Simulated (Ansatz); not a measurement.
N, quartet. Base run: Ansatz (a first-principles code) with B3LYP/6-311G**.

Geometry (Å):
```xyz
1

N      0.0000     0.0000     0.0000
```
Charge 0, spin multiplicity 4.
Orbitals are unrestricted.
All else is at Ansatz's defaults.
Base energy -54.59854 Eh.

The base run was repeated with changes; each row names its change, and settings that it needs were set with it.

```json
[
 {"change": "base", "ΔE vs base (µEh)": "0.0"},
 {"change": "final_grid = 4, 8, 17", "ΔE vs base (µEh)": "-26.8"},
 {"change": "lower_state_search = light", "ΔE vs base (µEh)": "0.0"},
 {"change": "accuracy = high", "ΔE vs base (µEh)": "-0.4"},
 {"change": "forces = on", "ΔE vs base (µEh)": "0.0"},
 {"change": "point_charge = charge:1.0 position_ang:1.9113, -2.2692, -0.4444", "ΔE vs base (µEh)": "-2004"},
 {"change": "lower_state_search = full", "ΔE vs base (µEh)": "0.0"},
 {"change": "point_charge = charge:-1.0 position_ang:-1.5891, 0.249, 2.5324", "ΔE vs base (µEh)": "-1942"},
 {"change": "lower_state_search = off", "ΔE vs base (µEh)": "0.0"},
 {"change": "point_charge = charge:0.5 position_ang:1.0604, 2.7722, -0.4364", "ΔE vs base (µEh)": "-497"},
 {"change": "fitting.mean_field = cc-pVTZ-JKFIT", "ΔE vs base (µEh)": "-2.7"}
]
```
